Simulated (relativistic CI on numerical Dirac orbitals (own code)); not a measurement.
Calculated at this level of theory: Dirac-Coulomb-Breit CI, orbitals from a KLI potential per configuration, model QED, unscaled Slater integrals (own radial code, finite nucleus).

The strongest absorption lines from the ground level of an ion, among the configurations computed and to levels below about 17900 eV (vacuum wavelength in Å, gf): 0.8829 (0.65), 0.9965 (1.3), 0.9969 (1.6), 0.9971 (0.66), 1.0189 (0.65), 1.1579 (1.7), 1.1622 (2.1), 1.1624 (2.7).

(1) Which ion is it?
A. Pa82+
B. At76+
C. Au70+
D. Ho58+

Results:

(1) C. Au70+ has 9 electrons and the ground level 2s²2p⁵ ²P°3/2; the strongest line goes to 2s²2p⁴3d ²D5/2. The pattern of lines fixes the number of electrons, and along that sequence the line energies rise steadily with the charge (about as its square where n changes within one kind of shell, about linearly where n is kept but much faster in heavy ions where fine structure, which grows about as Z⁴, sets the gap, and irregularly where shells cross), which fixes Z. Configurations outside the model, such as inner-shell arrays, can give stronger lines. At this charge energies of transitions that change n are usually good to better than 1 %, and those within a shell (Δn = 0) to a few per cent.

LS names give the leading component of a level, which can be under half, so a name can repeat, a term be missing and a line seem to break the LS rules.
